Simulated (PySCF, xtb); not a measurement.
Al(H)(NMe2)(SH) (C2H8AlNS), SMILES C[N](C)[AlH][SH]. Other conformers were not sampled.

Harmonic wavenumbers (cm⁻¹) from GFN2-xTB run with xtb 6.7.1 at its own minimum, in rising order: 61, 80, 107, 187, 206, 255, 287, 326, 410, 448, 521, 588, 692, 982, 1041, 1087, 1124, 1171, 1261, 1404, 1413, 1468, 1474, 1496, 1503, 1848, 2372, 2896, 2897, 2921, 2927, 2964, 2974.

Problem. What does PySCF 2.14.0 with PBE-D3(BJ)/def2-SVP give at its own minimum? (The exact figures need the calculation; the answer reports its results.)

Solution. 69, 105, 175, 191, 242, 245, 295, 344, 437, 460, 593, 624, 687, 998, 1053, 1071, 1124, 1199, 1263, 1381, 1395, 1403, 1406, 1428, 1451, 1903, 2620, 2890, 2896, 2939, 2950, 3035, 3039. Paired by order, the mean absolute difference is 36 cm⁻¹ and the zero-point energies are 59.2 and 59.9 kcal/mol.
